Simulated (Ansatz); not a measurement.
Input for Ansatz (a quantum-chemistry and plane-wave program): R-wB97X-V/def2-TZVPPD on HCl (SMILES Cl) with ghost functions, monomers drawn apart or pushed together. Files ending in .json are basis or fitting sets from the Basis Set Exchange.

Ansatz 0.2 input:
```yaml
crystal:
  periodic: [false, false, false]
  atoms:
    - {symbol: Cl, position_ang: [-0.44736345, 0.01661880, 0.25716943]}
    - {symbol: H, position_ang: [-0.30982662, 0.03203966, 1.54328828]}
basis:
  gaussian:
    orbitals: def2-TZVPPD.json
    ghost_atoms:
      - {symbol: C, position_ang: [0.34673150, 0.56084111, 3.55130867]}
      - {symbol: C, position_ang: [-0.51198472, -0.44539896, 3.66143201]}
      - {symbol: H, position_ang: [1.41048516, 0.39120937, 3.43669570]}
      - {symbol: H, position_ang: [0.01979951, 1.59332754, 3.57546456]}
      - {symbol: H, position_ang: [-1.57527281, -0.27562745, 3.78006907]}
      - {symbol: H, position_ang: [-0.18461841, -1.47781044, 3.64125710]}
hamiltonian:
  xc: {name: wB97X-V}
scf: {lower_state_search: off}
```

The log:

```
WARN ansatz: RAYON_NUM_THREADS=1 ignored (pool sized by the plan → 1); use --threads N
Functional definition: wB97X-V
these checks for a lower state are left out or cut short: stability, starts, cluster_reference, orbital_swaps, neighbouring_geometries, increment
integrals: 0.14 GiB planned
906 factors; their error is unknown
integrals: 0.17 GiB planned
280 factors; integrals over basis functions are off by at most 4.1e-5 eV
mean field: 1.14 GiB planned
mean field evaluation 1: about -12537.3036 eV, gradient 1.0e1 eV
mean field evaluation 2: about -12537.5449 eV, gradient 6.8e0 eV
mean field evaluation 4: about -12537.6254 eV, gradient 1.8e-1 eV
mean field evaluation 8: about -12537.6475 eV, gradient 2.4e-2 eV
mean field -12537.64747128 eV, -460.7500462468 hartree, gradient 1.9e-6 eV, S^2 0.000000; 0 other end points of the search recorded, 0 dependent functions left out
reference -12537.64746904 eV, -460.7500461645 hartree; 9, 9 occupied and 201, 201 virtual orbitals, 906 factors
Total energy: -12537.64746904 eV, -460.7500461645 hartree
Checks for a lower state left out: stability, starts, cluster_reference, orbital_swaps, neighbouring_geometries, increment
```

Self-consistency was reached.

Cost: roughly 5 core-seconds.
